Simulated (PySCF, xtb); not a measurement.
sulfur difluoride (F₂S), SMILES FSF.

The structure is a stationary point at r2SCAN-D4/def2-TZVP.

Calculation: IEF-PCM-B3LYP/def2-SVP (PySCF).

The values are the electrostatic part of the solvation free energy, E(continuum) − E(gas) at the gas-phase geometry, in a cavity of scaled van der Waals radii (PySCF's table); cavitation and dispersion terms are not included. In vacuum the orbital gap is 5.27 eV. The dipole moment in vacuum is 1.39 D.

Computed values in water (ε = 78.36), chloroform (ε = 4.71), benzene (ε = 2.27):
```
solvent         ε  ΔG(elec) (kcal/mol)  dipole (D)  gap (eV)
----------  -----  -------------------  ----------  --------
water       78.36                 -1.9        1.62      5.37
chloroform   4.71                 -1.3        1.55      5.34
benzene      2.27                 -0.8        1.49      5.31
```

For comparison, GFN2-xTB/ALPB(water) (xtb, at the GFN2-xTB geometry, all terms of that model) gives 0.1 kcal/mol.
